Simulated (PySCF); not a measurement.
Gas-phase reaction: 2 ZrCl3OH + Cl2 + 2 H = 2 ZrCl4.H2O

Method: PySCF energies (xtb for GFN2) plus ideal-gas RRHO corrections (1 bar). † marks an energy on the PBE0/def2-TZVP geometry and frequencies; other levels use their own. Open shells (unrestricted): H (multiplicity 2); the rest are closed-shell singlets. GFN2 has no spin-polarisation term. Zr: scalar-relativistic def2 core potential, no spin-orbit coupling. Adducts (ZrCl4.H2O) have no counterpoise correction, and HF, PBE, BLYP, B3LYP and PBE0 lack dispersion. ZrCl3OH, ZrCl4.H2O: computed as isolated molecules; such fragments, hydroxides, amides, oligomers or adducts are transient or little studied in the gas.

PBE/def2-SVP gives ΔH°(298 K) = -748 kJ.

What do PBE0/def2-QZVP†, ωB97X-V/def2-TZVP†, GFN2-xTB give?

PBE0/def2-QZVP†: -730 kJ; ωB97X-V/def2-TZVP†: -745 kJ; GFN2-xTB: -978 kJ. For scale, ΔH°(298 K) is -748 kJ at this level, -757 kJ at ωB97M-V/def2-TZVP†, and runs from -978 to -638 kJ over the 17 levels computed († marks an energy on the PBE0/def2-TZVP geometry).
